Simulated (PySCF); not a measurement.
Isomers of C6H12P2, mass 146.041 u with the commonest isotopes. The calculation used PBE0/pcSseg-1 in PySCF (dipole) on a GFN2-xTB geometry, gas phase. One conformer each, none proved a minimum here; rigid rotors.

Question: Order these by dipole moment, smallest first.
A. `[CH3:1][P:2]([CH3:3])[P:4]1[CH:5]=[CH:6][CH2:7][CH2:8]1` with C1–P2–P4–C5 -74°, P2–P4–C5–C6 -86°, C5–C6–C7–C8 -18°, C6–C7–C8–P4 24°, P2–P4–C8–C7 77°
B. `[CH:1]#[C:2][CH2:3][P:4]([CH3:5])[P:6]([CH3:7])[CH3:8]` with C2–C3–P4–C5 -70°, C3–P4–P6–C7 -83°
C. `[CH:1]#[C:2][P:3]([PH2:4])[C:5]([CH3:6])([CH3:7])[CH3:8]` with C2–P3–P4–H -161° and -69°

Answer: A (0.54 D), C (0.74 D), B (0.94 D).

Question: Order these by rotational constant A, smallest first.
A. `[CH:1]#[C:2][CH2:3][P:4]([CH3:5])[P:6]([CH3:7])[CH3:8]` with C2–C3–P4–C5 -70°, C3–P4–P6–C7 -83°
B. `[CH:1]#[C:2][P:3]([PH2:4])[C:5]([CH3:6])([CH3:7])[CH3:8]` with C2–P3–P4–H -161° and -69°
C. `[CH3:1][P:2]([CH3:3])[P:4]1[CH:5]=[CH:6][CH2:7][CH2:8]1` with C1–P2–P4–C5 -74°, P2–P4–C5–C6 -86°, C5–C6–C7–C8 -18°, C6–C7–C8–P4 24°, P2–P4–C8–C7 77°

Answer: B (1610 MHz), C (2495 MHz), A (2819 MHz).

Question: Order these by rotational constant B, smallest first.
A. `[CH:1]#[C:2][CH2:3][P:4]([CH3:5])[P:6]([CH3:7])[CH3:8]` with C2–C3–P4–C5 -70°, C3–P4–P6–C7 -83°
B. `[CH:1]#[C:2][P:3]([PH2:4])[C:5]([CH3:6])([CH3:7])[CH3:8]` with C2–P3–P4–H -161° and -69°
C. `[CH3:1][P:2]([CH3:3])[P:4]1[CH:5]=[CH:6][CH2:7][CH2:8]1` with C1–P2–P4–C5 -74°, P2–P4–C5–C6 -86°, C5–C6–C7–C8 -18°, C6–C7–C8–P4 24°, P2–P4–C8–C7 77°

Answer: A (809.6 MHz), C (1080 MHz), B (1331 MHz).

| SMILES | point group | Ia (u·Å²) | Ib (u·Å²) | Ic (u·Å²) | κ | μa (D) | μb (D) | μc (D) |
| --- | --- | --- | --- | --- | --- | --- | --- | --- |
| C#CCP(C)P(C)C | C1 | 179.30 | 624.24 | 733.65 | -0.89 | 0.92 | 0.19 | 0.01 |
| CP(C)P1C=CCC1 | C1 | 202.59 | 468.00 | 535.13 | -0.83 | 0.27 | 0.01 | 0.47 |
| C#CP(P)C(C)(C)C | C1 | 313.85 | 379.64 | 539.86 | 0.17 | 0.65 | 0.12 | 0.33 |
